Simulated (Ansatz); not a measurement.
Start from `C=C([SiH3])Br` and change one atom or group to get `C=[C]([SiH3])[InH2]`.

Ansatz, PBE0-D4/def2-TZVP geometries, multiplicity 1. 

Elements past krypton have def2 core potentials. Scalar relativity is left out up to krypton. Spin–orbit coupling is left out; it splits and shifts lone-pair levels of the heavy atoms by tenths of an eV.

```json
{"property": "LUMO energy (PBE0/def2-TZVPP) / eV", "`C=C([SiH3])Br`": "-0.86"}
{"property": "HOMO–LUMO gap (PBE0/def2-TZVPP) / eV", "`C=C([SiH3])Br`": "6.70"}
{"property": "LUMO energy (B3LYP/def2-TZVPP) / eV", "`C=C([SiH3])Br`": "-1.06"}
{"property": "size of the dipole moment (B3LYP/def2-TZVPP) / D", "`C=C([SiH3])Br`": "1.42"}
{"property": "HOMO–LUMO gap (B3LYP/def2-TZVPP) / eV", "`C=C([SiH3])Br`": "6.26"}
{"property": "HOMO energy (PBE0/def2-TZVPP) / eV", "`C=C([SiH3])Br`": "-7.56"}
```

Problem. What does the change do to each property? (Estimate.)

Solution. Computed: 
| property | `C=[C]([SiH3])[InH2]` | shift |
| --- | --- | --- |
| LUMO energy (PBE0/def2-TZVPP) / eV | -1.90 | -1.04 |
| HOMO–LUMO gap (PBE0/def2-TZVPP) / eV | 5.39 | -1.31 |
| LUMO energy (B3LYP/def2-TZVPP) / eV | -2.17 | -1.11 |
| size of the dipole moment (B3LYP/def2-TZVPP) / D | 0.72 | -0.70 |
| HOMO–LUMO gap (B3LYP/def2-TZVPP) / eV | 4.94 | -1.32 |
| HOMO energy (PBE0/def2-TZVPP) / eV | -7.29 | 0.27 |

With PBE0 the HOMO rises by 0.27 eV and the LUMO falls by 1.04 eV, so the gap narrows by about 1.31 eV. PBE moves the HOMO by 0.24 eV and ωB97M-V by 0.32 eV. Dipoles are sizes alone; their direction can turn.

B3LYP here is the variant with VWN-RPA as its local correlation; programs differ in this.
